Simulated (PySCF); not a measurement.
# How methods differ on the excitation energy of Cu²⁺

Cu²⁺ [Ar] 3d9 (2D) → Cu²⁺ [Ar] 3d8 4s1 (4F), as a difference of total energies. All numbers are calculated (PySCF 2.14, the spin-free X2C one-electron Hamiltonian (Gaussian nucleus), in aug-cc-pVDZ-DK (7s6p4d2f, 59 functions)). Correlated levels: valence: [Ar] frozen. The calculations carry no spin-orbit coupling.

| method | excitation energy (eV) |
| --- | --- |
| UHF | 5.956 |
| LDA | 7.703 |
| PBE | 7.320 |
| PBE0 | 7.215 |
| r2SCAN | 6.797 |
| BP86 | 7.339 |
| wB97X | 7.771 |
| BHandHLYP | 6.906 |
| TPSSh | 7.216 |
| MP2 (valence) | 7.776 |
| SCS-MP2 (valence) | 7.708 |

Question: How much does correlation contribute at MP2 (valence)?

Answer: 7.776 − (5.956) = 1.820 eV, measured against UHF.

A first-order spin-orbit estimate (lowest level to lowest level, LS coupling) adds -0.066 eV.
